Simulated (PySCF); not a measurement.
Os(CO)3 (C₃O₃Os), SMILES [O+]#[C-]->[Os](<-[C-]#[O+])<-[C-]#[O+], multiplicity 1.

Geometry: PBE0-D3(BJ)/def2-SVP. The spin state was assumed, not searched. The def2 effective core potentials stand for the cores of Os; spin–orbit coupling is left out.

Calculation: PySCF with PBE/def2-TZVP.

Symmetry labels are those of the subgroup Cs that the program uses (full group Cs).

Q: List the valence orbital energies around the gap with their symmetry. (The exact figures need the calculation; the answer reports its results.)

A: 
| orbital | symmetry | energy (eV) |
|---|---|---|
| HOMO−7 | A' | -11.37 |
| HOMO−6 | A' | -11.23 |
| HOMO−5 | A" | -11.19 |
| HOMO−4 | A" | -10.56 |
| HOMO−3 | A" | -7.58 |
| HOMO−2 | A' | -6.62 |
| HOMO−1 | A" | -6.05 |
| HOMO | A' | -5.60 |
| LUMO | A' | -4.28 |
| LUMO+1 | A' | -3.25 |
| LUMO+2 | A" | -1.51 |
| LUMO+3 | A' | -1.22 |
